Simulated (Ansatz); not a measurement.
HIn, charge -1, doublet, geometry from GFN2-xTB (such geometries of metal compounds can be far from the true shape) (a state made from the parent by changing its charge; the spin is typed, not shown lowest) (core potentials on In) (a gas-phase anion, which may not be bound at this level); R2SCAN/def2-SVP (Ansatz, a quantum-chemistry and plane-wave program).

The Ansatz input:
Ansatz 0.2 input:
```yaml
crystal:
  periodic: [false, false, false]
  atoms:
    - {symbol: In, position_ang: [-0.00000000, -0.00000000, -0.03576299]}
    - {symbol: H, position_ang: [0.00000000, 0.00000000, 1.75238670]}
basis:
  gaussian:
    orbitals: def2-SVP
hamiltonian:
  xc: r2scan
total_charge: -1
magnetization: {spin_polarized: true, initial_magnetization: 1}
```

It wrote (shortened):

```
Functional definition: r2SCAN
374 factors; their error is unknown
mean field evaluation 1: about -5190.7353 eV, gradient 1.0e1 eV
mean field evaluation 2: about -5190.8976 eV, gradient 8.9e0 eV
mean field evaluation 4: about -5191.2562 eV, gradient 1.3e-1 eV
mean field evaluation 8: about -5191.2553 eV, gradient 2.3e-2 eV
mean field evaluation 16: about -5191.2553 eV, gradient 5.7e-5 eV
mean field -5191.25531850 eV, -190.7751141956 hartree, gradient 1.7e-5 eV, S^2 0.754415; 2 other end points of the search recorded, 0 dependent functions left out
reference -5191.25533174 eV, -190.7751146823 hartree; 12, 11 occupied and 19, 20 virtual orbitals, 374 factors
Total energy: -5191.25533174 eV, -190.7751146823 hartree
```
